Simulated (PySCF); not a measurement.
Species: C2H9ClO3Si3.
Atom-mapped SMILES: `[CH3:1][CH2:2][Si@@H:3]1[O:4][SiH2:5][O:6][Si@@H:7]([Cl:8])[O:9]1` (hydrogens: H10, H11, H12 on C1; H13, H14 on C2; H15 on Si3; H16, H17 on Si5; H18 on Si7)

Method: PySCF 2.14.0, PBE0-D3(BJ)/def2-SVP geometry optimisation, gas phase; density fitting, grid level 1; the optimiser is geomeTRIC in internal coordinates, started from a GFN2-xTB structure with every atom displaced at random (about 0.01 Å).

Step 0: E = -44485.5327 eV
```
atom  x, y, z in Å  |  force x, y, z in eV/Å
C1      2.9197   -0.1456   -0.4928   -1.183   1.557  -0.001
C2      1.7784    0.7188    0.1074    0.061  -0.638  -0.154
Si3     0.2729   -0.3286    0.5848    2.477   0.749   1.207
O4     -0.3735   -0.9461   -0.7440   -1.021  -0.698  -1.688
Si5    -1.9478   -0.9366   -1.2725    0.590   0.365   0.161
O6     -2.8153    0.0216   -0.2595   -0.441  -0.184  -0.355
Si7    -2.3655    0.8402    1.0649   -0.276   1.407  -0.650
Cl8    -3.3602    0.1083    2.5967   -1.129  -0.592   1.602
O9     -0.7976    0.6441    1.3589    0.568   0.285   0.294
H10     3.2323   -0.8741    0.2225    0.510  -0.876   0.655
H11     2.5350   -0.6357   -1.3777    0.063  -0.435  -0.564
H12     3.7577    0.4998   -0.7637    0.324  -0.042  -0.121
H13     1.4675    1.5095   -0.6130   -0.040  -0.292   0.242
H14     2.1485    1.2406    0.9985   -0.042   0.150   0.216
H15     0.5133   -1.4585    1.4983    0.365  -0.194   0.223
H16    -1.9424   -0.2479   -2.5436   -0.144  -0.049  -0.921
H17    -2.4772   -2.2625   -1.1274   -0.385  -0.982  -0.328
H18    -2.5943    2.2530    0.7999   -0.299   0.468   0.181
```

Step 1: E = -44486.0413 eV
```
atom  x, y, z in Å  |  force x, y, z in eV/Å
C1      2.9560   -0.1432   -0.4911   -0.303   0.095   0.130
C2      1.8308    0.7025    0.1197    0.004  -0.116  -0.015
Si3     0.3257   -0.2983    0.5997    0.038   0.017  -0.164
O4     -0.4028   -0.9307   -0.7732    0.044   0.090   0.152
Si5    -1.9761   -0.9426   -1.3080    0.152   0.223   0.393
O6     -2.8451    0.0283   -0.2576   -0.023  -0.019  -0.086
Si7    -2.4336    0.8885    1.0884    0.183  -0.216   0.013
Cl8    -3.4747    0.1486    2.7020    0.057   0.055  -0.102
O9     -0.8158    0.6718    1.3488   -0.110   0.074  -0.108
H10     3.3073   -0.9053    0.2242    0.044   0.010  -0.090
H11     2.5992   -0.6601   -1.3941    0.076  -0.062  -0.030
H12     3.8134    0.4843   -0.7734    0.056  -0.034  -0.005
H13     1.5062    1.4859   -0.5890   -0.023  -0.025   0.051
H14     2.1958    1.2315    1.0178   -0.075   0.004   0.013
H15     0.6522   -1.4193    1.5188    0.044  -0.027   0.010
H16    -2.0292   -0.3388   -2.6571   -0.052  -0.045  -0.131
H17    -2.5156   -2.3188   -1.2432   -0.061  -0.075  -0.091
H18    -2.7419    2.3158    0.9050   -0.052   0.052   0.060
```

Problem. Estimate the geometry and energy of step 2. (The exact step hangs on the optimiser's Hessian estimate; all steps are aligned on step 1, rigid shifts and turns removed.)

Solution. E = -44486.0550 eV, largest force 0.138 eV/Å
```
atom  x, y, z in Å  |  force x, y, z in eV/Å
C1      2.9398   -0.1451   -0.4923   -0.095   0.073   0.035
C2      1.8215    0.7001    0.1225    0.072  -0.035  -0.026
Si3     0.3319   -0.2967    0.6067   -0.021  -0.065  -0.039
O4     -0.3929   -0.9291   -0.7623   -0.028   0.021   0.068
Si5    -1.9629   -0.9354   -1.3017    0.055   0.052   0.115
O6     -2.8396    0.0376   -0.2651   -0.011   0.015  -0.080
Si7    -2.4253    0.8912    1.0825    0.076  -0.064   0.079
Cl8    -3.4621    0.1413    2.6899    0.019   0.008  -0.037
O9     -0.8102    0.6800    1.3440   -0.065   0.060  -0.075
H10     3.3023   -0.9081    0.2143    0.019  -0.009  -0.007
H11     2.5921   -0.6696   -1.3956    0.007  -0.006  -0.004
H12     3.8003    0.4775   -0.7785    0.028  -0.014  -0.003
H13     1.4872    1.4806   -0.5827   -0.014   0.008   0.010
H14     2.1783    1.2323    1.0215   -0.003   0.001   0.003
H15     0.6690   -1.4141    1.5296    0.001   0.001  -0.003
H16    -2.0152   -0.3509   -2.6651   -0.016  -0.032  -0.021
H17    -2.5143   -2.3124   -1.2518   -0.010  -0.007  -0.038
H18    -2.7481    2.3211    0.9220   -0.013  -0.007   0.023
```

The energy changes by -0.0137 eV. The first-order estimate −F·Δx gives -0.0214 eV and the mean of the old and new forces, exact on a quadratic surface, -0.0134 eV. The step makes an angle of 66° with the force vector and moves no atom by more than 0.021 Å.

The cost below is that of the whole optimisation. The run took 3.5 min of wall time on Arm Neoverse V1, one thread (shared host), and the process peaked at 0.89 GiB of memory.
